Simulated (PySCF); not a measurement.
SMILES C=CCn1ncc(C)n1, C$_{6}$H$_{9}$N$_{3}$

Geometry:
```
atom   x (Å)   y (Å)   z (Å)
  C1  -3.441   0.513   0.084
  C2  -2.299   0.157   0.638
  C3  -1.441  -0.971   0.141
  N4  -0.110  -0.511  -0.146
  N5   0.249  -0.096  -1.335
  C6   1.512   0.276  -1.191
  C7   1.885   0.064   0.144
  C8   3.185   0.320   0.814
  N9   0.824  -0.436   0.772
 H10  -4.033   1.324   0.471
 H11  -3.837   0.001  -0.778
 H12  -1.904   0.680   1.498
 H13  -1.852  -1.393  -0.778
 H14  -1.360  -1.745   0.911
 H15   2.084   0.657  -2.011
 H16   3.155   1.273   1.341
 H17   3.985   0.355   0.078
 H18   3.389  -0.463   1.540
```

Method used: GIAO B97-2/pcSseg-1 magnetisability, rotational g tensor and spin-rotation constants, non-relativistic, gas phase (PySCF 2.14.0). Geometry: GFN2-xTB.

Task: What are the magnetisability and the molar susceptibility?

Result: Isotropic -1254 × 10⁻³⁰ J/T², or -75.5 × 10⁻⁶ cm³/mol; principal values -1679, -1078, -1004 × 10⁻³⁰ J/T², anisotropy 642 × 10⁻³⁰ J/T² (root of half the summed squared differences of the principal values). The susceptibility is in cgs units.

Task: Split it along the inertial axes a, b, c into diamagnetic and paramagnetic parts about the centre of mass, with the quadrupole moment.

Result: 
| axis | χ (10⁻⁶ cm³/mol) | diamagnetic (10⁻⁶ cm³/mol) | paramagnetic (10⁻⁶ cm³/mol) | summed x² of all electrons (Å²) | quadrupole Θ (D Å) |
| --- | --- | --- | --- | --- | --- |
| a | -66.7 | -375.1 | 308.5 | 307.1 | +10.46 |
| b | -62.1 | -1438.4 | 1376.3 | 56.5 | -7.94 |
| c | -97.7 | -1542.8 | 1445.1 | 31.9 | -2.52 |

Anisotropies 2χaa − χbb − χcc = +26.5 and 2χbb − χaa − χcc = +40.2 × 10⁻⁶ cm³/mol. Θ is traceless in Buckingham's convention.

Task: And the rotational g tensor?

Result: 
```
axis  rotational constant (GHz)        g  nuclear part  electronic part
   a                     4.6375  -0.0656        0.6064          -0.6721
   b                     0.9241  -0.0103        0.5871          -0.5975
   c                     0.8541  +0.0034        0.5833          -0.5799
```
Asymmetric top; isotopes 12C, 1H, 14N; no vibrational averaging.
